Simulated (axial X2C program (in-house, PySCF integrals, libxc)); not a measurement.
## What spin–orbit coupling does to YB⁺

All values were computed with an axial X2C code built on PySCF integrals. Spin-free means the one-electron spin-free X2C Hamiltonian; two-component (2c) means X2C with spin–orbit coupling and atomic mean-field two-electron Coulomb and Gaunt terms, so the difference of the two also holds small scalar two-electron terms. Basis: Y dyall-cv3z [11s12p9d6f3g], B dyall-v3z [7s6p2d1f] (cores contracted in-house); Gaussian nuclei, density fitting, unrestricted open shells. Masses: Y 88.906 u, B 11.009 u.

Spin-free state: M_S = 3/2, Λ = 0 (beyond evenly filled blocks: σα, π+α, π-α); fragments Y+ + B.

| level | Re (Å) | ωe (cm⁻¹) | μ (D) |
| --- | --- | --- | --- |
| PBE0 | 2.221 | 549.0 | -4.37 |
| LDA | 2.211 | 532.9 | -3.80 |

Dipoles are positive if B is the positive end and refer to the centre of mass.

Two-component determinant lowest at the distance of the search:

Ω = 3/2 (⟨Sz⟩ = 1.50, ⟨Lz⟩ = 0.00 at PBE0); fragments Y+ + B.

| level | Re (Å) | ωe (cm⁻¹) | μ (D) |
| --- | --- | --- | --- |
| PBE0 | 2.220 | 548.7 | -4.36 |
| LDA | 2.210 | 532.7 | -3.80 |

(1) From the two tables, how do the constants change at the PBE0 level (2c against spin-free)?

Occupations by symmetry block were frozen at the best pattern of an incomplete PBE0 search. De is not given where an atomic determinant may have missed its ground term or J level, or where the truncated virtual space spoils (T). Density functionals use the spin component along the axis (collinear). Other states lie close and PBE0, whose exact exchange favours high spin, may order them wrongly; the determinant shown need not be the ground state. The nearest other spin-free determinant of the search, M_S = 1/2, Λ = 0, lies 0.38 eV up at the distance of the search. Without a current term, density functionals place determinants with orbital angular momentum somewhat too high. With several unpaired electrons one determinant need not be a pure state. This is the top spin component of a Σ state; components of lower Ω are not single determinants and can lie lower.

Answers

(1) At the PBE0 level Re goes down by 0.001 Å and ωe drops by 0.3 cm⁻¹.
